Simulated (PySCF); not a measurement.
C₄H₅FO₂, SMILES FC1=CO[C@@H](O1)C. Atoms are numbered in the order given.

```xyz
12

C     -2.1404     0.0950    -0.1196
C     -0.9257    -0.5711     0.4800
O     -0.2373    -1.3509    -0.4841
C      0.8431    -0.5804    -0.8691
C      0.9625     0.4306    -0.0112
F      1.8320     1.3982     0.0734
O      0.0065     0.4132     0.9423
H     -1.8392     0.7304    -0.9654
H     -2.8398    -0.6711    -0.4826
H     -2.6447     0.7154     0.6345
H     -1.1870    -1.2161     1.3342
H      1.4327    -0.8855    -1.7265
```
Charge 0, spin multiplicity 1.

Geometry: PBE0-D3(BJ)/def2-SVP. The structure was generated by enumeration; whether it is a known compound was not checked. One conformer was computed; it need not be the lowest.

Level of theory: PBE0-D3(BJ)/def2-SVP (PySCF).

Harmonic, unscaled wavenumbers; measured fundamentals usually lie a few per cent lower.

```
mode  ν (cm⁻¹)  IR (km/mol)  moving atoms (share of kinetic energy)
----  --------  -----------  --------------------------------------
1           97          2.2          O 34 %, C 33 %, F 17 %, H 16 %
2          254          0.2                                  H 95 %
3          275          1.3           C 53 %, H 19 %, F 19 %, O 9 %
4          374          1.0          O 42 %, C 29 %, H 15 %, F 14 %
5          454          2.6          C 31 %, F 31 %, O 26 %, H 12 %
6          483         12.8                  C 41 %, O 32 %, H 26 %
7          579          0.8                  C 67 %, O 16 %, H 15 %
8          672          4.2          F 47 %, C 26 %, O 17 %, H 11 %
9          716         45.6                          H 69 %, C 29 %
10         758          3.8                  O 53 %, C 26 %, H 18 %
11         871          8.8                  O 37 %, H 32 %, C 30 %
12         931         27.2                  O 38 %, H 33 %, C 27 %
13        1003         54.7                  O 45 %, C 30 %, H 19 %
14        1063         23.4                  C 45 %, H 44 %, O 11 %
15        1091         12.7                   C 55 %, H 35 %, O 9 %
16        1144         21.5                          C 59 %, H 38 %
17        1199        133.3                  C 49 %, O 32 %, H 17 %
18        1241         25.0                          H 74 %, C 19 %
19        1356        116.8                          H 61 %, C 30 %
20        1374         57.8                          H 65 %, C 27 %
21        1409        113.9                          H 65 %, C 34 %
22        1435        149.4                  C 48 %, H 37 %, O 10 %
23        1455         11.0                                  H 92 %
24        1462         44.7                          H 76 %, C 19 %
25        1838        108.7                                  C 93 %
26        3071          2.2                                  H 97 %
27        3104         35.8                           H 92 %, C 8 %
28        3180          9.0                          H 90 %, C 10 %
29        3184          3.7                          H 90 %, C 10 %
30        3334         10.8                           H 91 %, C 9 %
```
